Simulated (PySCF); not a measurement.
Correlation energy of Al (aluminium, neutral)

[Ne] 3s2 3p1, 2P determinant. Computed with PySCF 2.14 in pcseg-2, with the non-relativistic Hamiltonian (point nucleus). Frozen: [Ne]; 3 electrons correlated.

MP2 pair energies summed by pair of shells (mhartree):

| pair | energy | share (%) |
| --- | --- | --- |
| 3s-3s | -20.01 | 63.1 |
| 3s-3p | -11.72 | 36.9 |

Total MP2 correlation energy: -31.73 mhartree.

Same-spin part -1.90 and opposite-spin part -29.83 mhartree; SCS-MP2 scales them by 1/3 and 6/5 to -36.42 mhartree.

| level | correlation energy (mhartree) |
| --- | --- |
| CCSD | -44.67 |
| (T) | -0.69 |
| CCSD(T) | -45.36 |

Diagnostics: T1 = 0.013, D1 = 0.0242, largest double amplitude 0.092.

Is a single reference adequate?

Mostly. T1 lies below 0.03, but a double amplitude of this size points to a near-degeneracy that CCSD handles and MP2 describes poorly.
